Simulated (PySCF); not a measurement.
Assigning NMR signals

Numbering as in the mapped SMILES `[BH2:1][C:2]#[C:3][CH3:4]`. Each H is labelled by its parent atom.

PySCF 2.14 calculation with shielding tensors at PBE0/pcSseg-1 (GIAO), J couplings at B3LYP/pcJ-1 and PBE0-D3(BJ)/def2-SVP structure; isolated molecule, fast rotation and ring inversion assumed for equivalent nuclei, relativity neglected, single conformer.

Scale: 13C (σ = 184.41 ppm) and 1H (σ = 31.27 ppm) vs TMS (reference shieldings calculated alike).

(1) Assign these signals to the numbered atoms. 13C{1H} NMR (computed): δ 160.0, 100.4, 8.5.

(2) Assign these signals to the numbered atoms. 1H NMR (300 MHz, computed): δ 6.67 (br, 2H), 2.42 (t, J = 2.4 Hz, 3H).

Results:

(1) 
| δ (ppm) | atoms | environment | reason |
| --- | --- | --- | --- |
| 160.0 | C3 | alkyne carbon | – |
| 100.4 | C2 | alkyne carbon | sp carbons lie upfield of alkene carbons because the cylindrical π system leaves one tensor component strongly shielded |
| 8.5 | C4 | propargylic methyl carbon | a saturated carbon with 1 carbon neighbour and no heteroatom attached |

(2) 
6.67 → H(B1), hydrogen on a boron bonded to C
2.42 → H(C4), hydrogen on a propargylic methyl carbon

Hydrogens on boron are broadened and split by 11B (spin 3/2, 80 %) and 10B (spin 3). A carbon bonded to boron is broadened by the quadrupolar boron nucleus and is often missing from a measured spectrum. Splittings below 1 Hz are ignored in the labels, and close J values are merged. Shifts are as computed. Against solution values, carbons near 30 ppm lie about +2 ppm off and those near 130 ppm about +5 ppm. Of 1211 compounds with measured shifts, 218 miss one by over three times the rms of a fit or turn the order of signals round; such compounds aren't used in these exercises.
